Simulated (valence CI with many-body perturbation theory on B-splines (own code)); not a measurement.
Bi⁷⁰⁺ in brief

Calculated by relativistic CI+MBPT: three valence electrons over a frozen Dirac-Fock core [Ne], radial functions for each j: 11 s, 11 p, 10 d, 8 f, 5 g, 2 h, with the one-electron correlation potential Σ1, the two-electron term Σ2, the three-electron term Σ3, Breit, model QED; selected CI, second order for the rest, scaled by the run's own slope (own B-spline code, finite nucleus).

The last digits are not significant, and no measured levels were compared; by estimate large intervals hold to a few tenths of a per cent, small ones and those within an open d or f shell to about a per cent.

Levels are named by their leading jj configuration (3d3/2^4 stands for four electrons in 3d with j = 3/2), which in mixed levels can hold well under half, so a name can repeat and another be missing.

Rates and lifetimes use the calculated energies. Strong lines usually hold to 10 to 20 %, long lifetimes can be off by a factor of two.

(1) What is the ground level?

(2) Among levels below 4366.0 eV, which E1 lines absorb most strongly from the ground level?

(3) What is the ionisation energy?

(4) How well does LS coupling describe the low levels?

(5) Name the longest-lived excited levels whose lifetime is computed, and their main decay.

(6) Where does the other parity begin?

Results:

(1) (3s^2 3p1/2) J=1/2, composition 100 % 3s2 3p 2P°, g = 0.641.

(2) to (3s^2 3d3/2) J=3/2 at 1.370 nm, f = 0.580; to (3s 3p1/2 3p3/2) J=1/2 at 1.448 nm, f = 0.241; to (3s 3p1/2 4p1/2) J=3/2 at 0.2885 nm, f = 0.200.

(3) 8947.8 eV; NIST lists 8950 ± 60 eV (theoretical).

(4) Among the lowest 20 levels the leading LS term, summed over configurations, holds 60 % on average. For single configurations the figures are 58 % in LS and 91 % in jj coupling. Terms mix most in the J = 3/2 level at 1106.1 eV, where the leading one holds 33 %.

(5) (3s 3p3/2 3d5/2) J=9/2 at 1812.7 eV lives 862 ps, mostly by M1 to (3s 3p1/2 3d5/2) J=7/2; (3s^2 3p3/2) J=3/2 at 632.6 eV lives 363 ps, mostly by E1 to (3s 3p1/2^2) J=1/2.

(6) At (3s 3p1/2^2) J=1/2, 203.0 eV.
